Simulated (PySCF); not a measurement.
A side-by-side comparison of computed properties.

First species: C4H8O3Si.
SMILES with atom numbers: `[CH3:1][C:2](=[O:3])[C:4](=[O:5])[CH2:6][SiH2:7][OH:8]` (hydrogens: H9, H10, H11 on C1; H12, H13 on C6; H14, H15 on Si7; H16 on O8)

Second species: C₇H₁₂.
Geometry (GFN2-xTB, Å), atoms numbered from 1 in this order:
```
atom  x, y, z in Å
C1     2.507   -0.205   -0.181
C2     1.061   -0.046    0.216
C3     0.008   -0.831   -0.513
C4    -1.283   -1.117    0.223
C5    -1.710    0.236    0.811
C6    -1.108    1.305   -0.112
C7     0.115    0.653   -0.719
H8     3.078    0.684    0.086
H9     2.595   -0.359   -1.254
H10    2.952   -1.059    0.327
H11    0.921    0.111    1.278
H12    0.318   -1.535   -1.273
H13   -1.162   -1.873    1.001
H14   -2.029   -1.479   -0.487
H15   -1.309    0.346    1.819
H16   -2.794    0.323    0.879
H17   -1.810    1.563   -0.908
H18   -0.868    2.218    0.435
H19    0.506    1.075   -1.634
```

Levels: PBE0/def2-SVPD for HOMO energy, LUMO energy, HOMO–LUMO gap and static isotropic polarisability; TDDFT PBE0/def2-SVPD for lowest singlet excitation; TDA PBE0/def2-SVPD for lowest triplet excitation (Tamm–Dancoff). Geometries: GFN2-xTB. Each structure is a single optimised conformer of the isolated species, non-relativistic unless stated; the electronic structure was computed with PySCF and density fitting.

Dipoles, sizes and rotational constants follow the conformer. The torsions of the flexible species, by atom-mapped SMILES:
- `[CH3:1][C:2](=[O:3])[C:4](=[O:5])[CH2:6][SiH2:7][OH:8]`: C1–C2–C4–O5 -40°, C2–C4–C6–Si7 88°, C4–C6–Si7–O8 -64°, H–O8–Si7–C6 10°

The conformers of `C[C@@H]1[C@H]2CCC[C@@H]12` aren't listed.

(1) Which of the two has the higher S1 energy, and by how much?

(2) Which has the higher static isotropic polarisability?

(3) Which has the higher LUMO energy?

(4) Which of the two has the higher T1 energy, and by how much?

(5) Which of the two has the higher HOMO–LUMO gap, and by how much?

## Answers

(1) The second: 7.28 eV against 3.05 eV, a difference of 4.23 eV.

(2) The first: 82.1 au against 77.3 au, a difference of 4.8 au.

(3) The second: 0.88 eV against -2.51 eV, a difference of 3.39 eV.

(4) The second: 7.18 eV against 2.50 eV, a difference of 4.68 eV.

(5) The second: 8.39 eV against 4.99 eV, a difference of 3.40 eV.

On the first: S1 lies 1.94 eV below the HOMO–LUMO gap; its leading configuration is HOMO→LUMO, weight 0.98. The vertical singlet–triplet gap S1 − T1 is 0.55 eV (TDDFT singlet less Tamm–Dancoff triplet; S1: HOMO→LUMO, weight 0.98; T1: HOMO→LUMO, weight 0.97).

On the second: The principal polarisabilities are 69.0, 75.7 and 87.2 au; their mean is the isotropic value. In wavenumbers S1 is 58700 cm⁻¹ (1 eV = 8065.54 cm⁻¹).
